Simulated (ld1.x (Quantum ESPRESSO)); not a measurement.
How hard is this tungsten (W) TM potential?

| Property | Result |
| --- | --- |
| Element | tungsten (W) |
| Generator | ld1.x (Quantum ESPRESSO) 7.5 |
| Type | norm-conserving Troullier–Martins (Kleinman–Bylander form) |
| Functional | LDA (PZ) |
| Relativity | scalar-relativistic |
| Frozen core | [Kr] 4d10 4f14 5s2 |
| Valence charge | 12 |
| Reference configuration | 5p6 5d4 6s2 6p0 |
| Partial waves | 5p (bound): rc 1.65 bohr; 5d (bound): rc 1.90 bohr; 6s (bound): rc 2.20 bohr |
| Local potential | the s channel |
| Core correction | Bessel-smoothed model core inside 1.00 bohr |

The pseudo-atom Hamiltonian at the reference potential is diagonalised in spherical Bessel functions j_l(qr) that vanish at 20 bohr, with q² up to the cutoff. All-electron valence levels (Ry): 5p -3.1886, 6p -0.1079, 5d -0.3441, 6s -0.4345.

Question: How do the lowest levels (Ry) of each channel move with the cutoff, and are there ghosts?

Answer:

```
cutoff (Ry)     p #1     p #2     d #1     s #1    f #1    f #2  Σ f·Δε (mRy)
          8  -2.3722  -0.0646  -0.0188  -0.4238  0.1111  0.2318        6220.4
         12  -2.9907  -0.0769  -0.1488  -0.4304  0.1111  0.2318        1976.4
         15  -3.1374  -0.0780  -0.2222  -0.4325  0.1111  0.2318         798.8
         21  -3.1643  -0.0781  -0.3228  -0.4332  0.1111  0.2318         233.3
         30  -3.1722  -0.0781  -0.3424  -0.4341  0.1111  0.2318         105.4
         40  -3.1844  -0.0782  -0.3440  -0.4343  0.1111  0.2318          25.8
         45  -3.1873  -0.0782  -0.3440  -0.4343  0.1111  0.2318           8.3
         55  -3.1879  -0.0782  -0.3441  -0.4344  0.1111  0.2318           4.0
         70  -3.1881  -0.0782  -0.3441  -0.4344  0.1111  0.2318           2.6
         80  -3.1884  -0.0782  -0.3441  -0.4344  0.1111  0.2318           0.9
        100  -3.1886  -0.0782  -0.3441  -0.4345  0.1111  0.2318           0.1
        400  -3.1886  -0.0782  -0.3441  -0.4345  0.1111  0.2318           0.0
```

Result: no extra level below or beside the all-electron valence levels (p, d, s, f tested); 10 mRy is reached at 45 Ry and 1 mRy at 80 Ry.

Its largest configuration-test error is -1182 meV.
